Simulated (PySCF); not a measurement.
**Two-component Hartree-Fock for Sb⁺ (antimony, charge +1)**

Start: [Kr] 4d10 5s1 5p3; 5s1/2 filled at m_j = +1/2; 5p3/2 filled at m_j = -1/2, +1/2, +3/2. Calculated with PySCF 2.14 in x2c-TZVPall-2c with one added diffuse shell each of s, p, d, f type (9s10p6d3f, 90 functions): generalised Hartree-Fock with the X2C-1e Hamiltonian and a Gaussian nucleus; one run each with spin-orbit coupling (SO) switched off, then screened by Boettger's factors. This is a chosen level, not necessarily the ground level.

```tsv
spinor shell	electrons	ε, spin-free (eV)	ε, screened SO (eV)	weight of nominal j (screened SO)	rms radius, screened SO (bohr)
1s1/2	2	-30653.8	-30650.7	1.000	0.0325
2s1/2	2	-4767.9	-4767.0	1.000	0.133
2p1/2	2	-4274.3	-4449.1	1.000	0.115
2p3/2	4	-4274.3	-4194.9	1.000	0.120
3s1/2	2	-983.19	-982.93	1.000	0.352
3p1/2	2	-818.42	-851.66	1.000	0.345
3p3/2	4	-818.42	-803.20	1.000	0.356
3d3/2	4	-567.50	-573.26	1.000	0.329
3d5/2	6	-567.50	-563.41	1.000	0.332
4s1/2	2	-185.81	-185.73	1.000	0.844
4p1/2	2	-133.05	-139.25	0.999	0.892
4p3/2	4	-133.05	-130.17	0.999	0.921
4d3/2	4	-53.647	-54.478	0.957	1.11
4d5/2	6	-53.647	-53.012	0.971	1.11
5s1/2	1	-29.711	-29.677	1.000	2.33
5p3/2	3	-17.843	-17.855	0.627	2.78
```

```
   quantity    spin-free  screened SO
E (hartree)  -6476.69288  -6478.35679
        M_J            2            2
       ⟨J²⟩        6.004        6.004
       ⟨L²⟩        0.000        0.037
       ⟨S²⟩        6.004        5.987
```

Each row is a mean over spinors that exchange with the open shell spreads, by up to 0.947 eV (4s1/2).

Rows whose weight is well below 1 are mixtures of j = l ± 1/2: exchange outweighs spin-orbit coupling there, and the label is only the starting occupation.

Breit and QED terms are absent; they matter most for the inner s and p1/2 levels.

Densities and radii are taken from the X2C orbitals without a picture-change correction, which distorts them close to the nucleus.

Without spin-orbit coupling the j labels of p, d and f shells carry no meaning; the spin-free column gives the mean over the occupied spinors of each nl shell.
